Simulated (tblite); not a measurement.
C3H11GeNSe.
Numbering: `[CH3:1][CH2:2][Se:3][Ge@@H:4]([CH3:5])[NH2:6]` (hydrogens: H7, H8, H9 on C1; H10, H11 on C2; H12 on Ge4; H13, H14, H15 on C5; H16, H17 on N6)

Computed with GFN2-xTB (tblite), gas phase: L-BFGS steps from a force-field or distance-geometry start until the largest atomic force falls under 0.01 eV/Å.

Step 132: E = -546.2041 eV
```
atom  x, y, z in Å  |  force x, y, z in eV/Å
C1      2.5657    0.5630   -0.1719   -0.008  -0.018  -0.006
C2      2.1202   -0.8461    0.1532   -0.006  -0.014  -0.006
Se3     0.5692   -0.9018    1.3806   -0.018   0.007   0.031
Ge4    -1.0775   -0.1070   -0.1474    0.001   0.003   0.003
C5     -2.8542   -0.9422    0.1018    0.022  -0.001  -0.006
N6     -1.2822    1.7081   -0.0662    0.018  -0.031  -0.032
H7      3.3970    0.5285   -0.8738    0.018   0.020  -0.012
H8      2.8900    1.0894    0.7233   -0.030  -0.016   0.020
H9      1.7461    1.1174   -0.6289    0.008   0.039  -0.027
H10     2.9055   -1.4079    0.6611   -0.007   0.004  -0.004
H11     1.8256   -1.3797   -0.7518   -0.008  -0.019   0.005
H12    -0.4952   -0.3802   -1.5327    0.008   0.012   0.001
H13    -3.5738   -0.4689   -0.5599   -0.002   0.006   0.017
H14    -2.8238   -2.0035   -0.1200    0.012  -0.017  -0.001
H15    -3.1822   -0.8159    1.1307   -0.015  -0.005  -0.009
H16    -0.5636    2.2319    0.4108    0.049   0.024  -0.004
H17    -2.1738    2.0271    0.2812   -0.040   0.006   0.031
```

Step 133: E = -546.2047 eV
```
atom  x, y, z in Å  |  force x, y, z in eV/Å
C1      2.5612    0.5670   -0.1685   -0.010  -0.013  -0.009
C2      2.1227   -0.8453    0.1528   -0.006  -0.009  -0.005
Se3     0.5692   -0.9130    1.3773   -0.014   0.008   0.023
Ge4    -1.0779   -0.1137   -0.1498    0.001   0.009   0.001
C5     -2.8581   -0.9396    0.1024    0.022   0.000  -0.004
N6     -1.2784    1.7025   -0.0707    0.013   0.000   0.008
H7      3.3958    0.5380   -0.8672    0.010   0.022  -0.008
H8      2.8790    1.0948    0.7283   -0.032  -0.022   0.017
H9      1.7399    1.1172   -0.6284    0.017   0.035  -0.025
H10     2.9103   -1.4036    0.6607   -0.009   0.003  -0.002
H11     1.8334   -1.3780   -0.7544   -0.011  -0.021   0.006
H12    -0.4984   -0.3885   -1.5358    0.010   0.012   0.001
H13    -3.5758   -0.4627   -0.5589    0.002   0.003   0.021
H14    -2.8344   -2.0014   -0.1176    0.013  -0.016  -0.002
H15    -3.1836   -0.8098    1.1316   -0.018  -0.005  -0.010
H16    -0.5488    2.2267    0.3918    0.007  -0.001  -0.028
H17    -2.1633    2.0218    0.2968    0.004  -0.005   0.016
```

Step 134: E = -546.2048 eV
```
atom  x, y, z in Å  |  force x, y, z in eV/Å
C1      2.5469    0.5797   -0.1584   -0.007  -0.008  -0.011
C2      2.1307   -0.8427    0.1513   -0.008   0.009  -0.010
Se3     0.5690   -0.9486    1.3658    0.001   0.013  -0.004
Ge4    -1.0787   -0.1344   -0.1581   -0.001   0.020  -0.001
C5     -2.8703   -0.9313    0.1045    0.025  -0.009   0.005
N6     -1.2670    1.6847   -0.0849   -0.019   0.122   0.162
H7      3.3941    0.5678   -0.8438   -0.021   0.027   0.007
H8      2.8410    1.1123    0.7445   -0.038  -0.041   0.003
H9      1.7216    1.1152   -0.6300    0.044   0.022  -0.019
H10     2.9257   -1.3898    0.6601   -0.018   0.002   0.004
H11     1.8594   -1.3731   -0.7631   -0.018  -0.022   0.021
H12    -0.5093   -0.4130   -1.5465    0.018   0.009  -0.004
H13    -3.5822   -0.4433   -0.5552    0.008  -0.001   0.025
H14    -2.8686   -1.9951   -0.1095    0.019   0.000  -0.004
H15    -3.1869   -0.7900    1.1351   -0.024  -0.007  -0.011
H16    -0.5042    2.2089    0.3319   -0.140  -0.084  -0.096
H17    -2.1283    2.0049    0.3466    0.180  -0.052  -0.065
```

Q: Estimate the geometry and energy of step 135. (The exact step hangs on the optimiser's Hessian estimate; all steps are aligned on step 134, rigid shifts and turns removed.)

A: E = -546.2055 eV, largest force 0.069 eV/Å
```
atom  x, y, z in Å  |  force x, y, z in eV/Å
C1      2.5539    0.5734   -0.1638   -0.009  -0.005  -0.012
C2      2.1263   -0.8438    0.1521   -0.007   0.003  -0.007
Se3     0.5694   -0.9305    1.3727   -0.006   0.010   0.005
Ge4    -1.0782   -0.1247   -0.1532    0.003   0.017   0.001
C5     -2.8645   -0.9357    0.1032    0.020   0.000   0.002
N6     -1.2720    1.6930   -0.0774    0.016   0.029   0.051
H7      3.3955    0.5532   -0.8552   -0.005   0.021   0.001
H8      2.8588    1.1038    0.7363   -0.032  -0.027   0.014
H9      1.7313    1.1170   -0.6306    0.028   0.023  -0.020
H10     2.9180   -1.3964    0.6599   -0.012   0.002   0.002
H11     1.8457   -1.3753   -0.7584   -0.017  -0.025   0.009
H12    -0.5041   -0.4008   -1.5406    0.015   0.009  -0.001
H13    -3.5787   -0.4523   -0.5570    0.005  -0.001   0.020
H14    -2.8521   -1.9985   -0.1140    0.016  -0.011  -0.006
H15    -3.1864   -0.8006    1.1329   -0.019  -0.005  -0.007
H16    -0.5261    2.2175    0.3613   -0.035  -0.028  -0.052
H17    -2.1440    2.0130    0.3220    0.039  -0.012  -0.001
```

The energy changes by -0.0007 eV. The first-order estimate −F·Δx gives -0.0016 eV and the mean of the old and new forces, exact on a quadratic surface, -0.0008 eV. The step makes an angle of 86° with the force vector and moves no atom by more than 0.038 Å.

The cost below is that of the whole relaxation. The run took 2.1 s of wall time on Arm Neoverse N1, one thread, shared host.
